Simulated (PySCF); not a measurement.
## Potential energy of NaBr⁺ along the bond

Set-up: basis Na def2-SVP, Br def2-SVP; no relativity; PySCF 2.14. Energies in eV from Na⁺ + Br in their ground configurations at the same level. State: ²Π (doublet), unpaired electrons π ↑.

All columns are M06-L. A positive dipole points towards Br; it is taken about the centre of mass and depends on that origin.

```tsv
R (Å)	E (eV)	μ (D)	Mulliken charge on Na (basis-dependent)	HOMO (eV)	LUMO (eV)	Mayer bond order	⟨S²⟩
2.554	-0.130	-8.08	0.91	-13.04	-12.37	0.19	0.75
2.673	-0.244	-8.51	0.90	-12.86	-12.19	0.20	0.75
2.792	-0.308	-8.96	0.90	-12.69	-12.02	0.20	0.75
2.881	-0.335	-9.30	0.90	-12.56	-11.89	0.20	0.75
2.970	-0.349	-9.66	0.90	-12.44	-11.77	0.20	0.75
3.059	-0.354	-10.01	0.90	-12.32	-11.65	0.19	0.75
3.178	-0.350	-10.49	0.91	-12.16	-11.49	0.18	0.75
3.326	-0.334	-11.10	0.91	-11.98	-11.31	0.17	0.75
3.505	-0.304	-11.84	0.92	-11.77	-11.10	0.15	0.75
3.742	-0.257	-12.83	0.93	-11.51	-10.83	0.13	0.75
```

A fit through these points gives, at Re = 3.073 Å, μ = -10.07 D and dμ/dR = -4.03 D/Å; the reduced mass is 17.8 u.

How strong is the fundamental in the double-harmonic approximation, I = 42.26·(dμ/dR)²/μred km/mol?

I = 42.26·(-4.03)²/17.8 = 38.6 km/mol at M06-L.

The bond is weak. Basis-set superposition, not corrected here, can be much of De in a small basis, most of all at correlated wavefunction levels. Spin–orbit coupling is left out. For an ion De counts to the pair picked by the measured ionisation energies or electron affinities, which need not be the lowest pair at this level. The state was picked by a PBE0 search and need not be the measured ground state.
